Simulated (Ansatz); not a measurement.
Stepwise reaction of `C[CH2][AlH2]` with water, as a gas-phase model of exchange steps in deposition or etching. ΔE in kJ/mol; ΔG adds harmonic PBE0-D4 terms to CCSD(T)/CBS, at 1 bar.

Gas-phase electronic energies from Ansatz, PBE0-D4/def2-TZVP geometries. CCSD(T)/CBS is the MP2 limit (def2-TZVPP, def2-QZVPP) plus CCSD(T) − MP2 in def2-TZVPP, frozen cores. This one scheme is used for every species. DFT in def2-TZVPP. B3LYP here is the variant with VWN-RPA as its local correlation; programs differ in this. Each species was taken in one conformer, which may not be the lowest.

```tsv
step	reaction	PBE-D4	B3LYP-D4	ωB97M-V	CCSD(T)/CBS	ΔG(600 K)
1	`C[CH2][AlH2]` + H₂O → `C[CH2][AlH][OH]` + H₂	-122.6	-127.5	-125.9	-125.0	-115.0
2	`C[CH2][AlH][OH]` + H₂O → `C[CH2][Al]([OH])[OH]` + H₂	-117.6	-124.3	-122.0	-122.1	-118.1
```

**Question.** By hand: ΔE of the 2 steps together at CCSD(T)/CBS.

**Answer.** (-125.0) + (-122.1) = -247.1 kJ/mol, or -123.5 kJ/mol a step.

In ΔE the steps differ by no more than 2.9 kJ/mol. All are downhill at CCSD(T)/CBS. ΔG lies between -118.1 and -115.0 kJ/mol a step. PBE-D4 differs from CCSD(T)/CBS by 2.4 to 4.5 kJ/mol a step. Isolated molecules leave out the surface, adducts and barriers. Largest T1 diagnostic: 0.011.
